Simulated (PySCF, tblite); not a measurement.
Isomers of C8H12F2, one GFN2-xTB conformer each. Single-point energies are computed at PBE0/pcSseg-1 (PySCF, gas phase, no added dispersion term), electronic only.

```csv
SMILES,GFN2-xTB relative energy (kJ/mol)
C=C(C)C1C[C@@H](F)[C@H](F)C1,15.2
F[C@@H]1CC[C@@](F)(C2CC2)C1,0.0
CC(C)(C)C1=CC(F)(F)C1,77.5
```

Conformers: `[CH2:1]=[C:2]([CH3:3])[CH:4]1[CH2:5][C@@H:6]([F:7])[C@H:8]([F:9])[CH2:10]1` with C1–C2–C4–C5 -106°, C2–C4–C5–C6 -166°, C4–C5–C6–F7 -89°, C5–C6–C8–F9 115°, C6–C8–C10–C4 -20°; `[F:1][C@@H:2]1[CH2:3][CH2:4][C@@:5]([F:6])([CH:7]2[CH2:8][CH2:9]2)[CH2:10]1` with C4–C5–C7–C8 -87°, F1–C2–C3–C4 -90°, C2–C3–C4–C5 -38°, C3–C4–C5–F6 149°, C5–C7–C8–C9 -110°.

Problem. What does PBE0/pcSseg-1 give for the same structures?

Solution. 
| SMILES | PBE0/pcSseg-1 E (Eh) | PBE0/pcSseg-1 (kJ/mol) | GFN2-xTB (kJ/mol) | point group |
| --- | --- | --- | --- | --- |
| F[C@@H]1CC[C@@](F)(C2CC2)C1 | -511.12045 | 0.0 | 0.0 | C1 |
| C=C(C)C1C[C@@H](F)[C@H](F)C1 | -511.12017 | 0.7 | 15.2 | C1 |
| CC(C)(C)C1=CC(F)(F)C1 | -511.10519 | 40.1 | 77.5 | – |

Both levels put the same isomer lowest; measured from each level's own lowest isomer, the values differ by up to 37.4 kJ/mol (CC(C)(C)C1=CC(F)(F)C1: 77.5 against 40.1). As drawn, the lowest has a three-membered ring, which the highest lacks; the highest has a four-membered ring, two fluorines on one carbon and a C=C bond outside aromatic rings, which the lowest lacks. Neighbours under 10 kJ/mol apart (F[C@@H]1CC[C@@](F)(C2CC2)C1 and C=C(C)C1C[C@@H](F)[C@H](F)C1) can change places with a better method, another conformer or zero-point energy.

Problem. Which frontier levels, dipoles and rotational constants go with these structures?

Solution. 
```
                      SMILES  HOMO (eV, PBE0/pcSseg-1)  LUMO (eV)  dipole (D)       A, B, C (MHz)
 F[C@@H]1CC[C@@](F)(C2CC2)C1                     -8.13       1.06        2.70  2790, 834.7, 811.1
C=C(C)C1C[C@@H](F)[C@H](F)C1                     -7.31       0.31        1.80  2164, 851.9, 699.2
       CC(C)(C)C1=CC(F)(F)C1                     -7.76      -0.16        3.35  2616, 740.9, 731.7
```

Problem. What happens when harmonic zero-point energies from GFN2-xTB frequencies are added?

Solution. 
```
                      SMILES  ZPE (kJ/mol)  electronic (kJ/mol)  with ZPE (kJ/mol)
 F[C@@H]1CC[C@@](F)(C2CC2)C1         482.4                  0.0                2.8
C=C(C)C1C[C@@H](F)[C@H](F)C1         478.8                  0.7                0.0
       CC(C)(C)C1=CC(F)(F)C1         473.6                 40.1               34.1
```

The zero-point energies span 8.8 kJ/mol. C=C(C)C1C[C@@H](F)[C@H](F)C1 becomes the lowest.

Problem. As an exercise, what shares would exp(−E/RT) give at 2000 K from these electronic energies alone (no entropy, no degeneracies)?

Solution. RT = 16.629 kJ/mol: F[C@@H]1CC[C@@](F)(C2CC2)C1 48.8 %, C=C(C)C1C[C@@H](F)[C@H](F)C1 46.8 %, CC(C)(C)C1=CC(F)(F)C1 4.4 %.
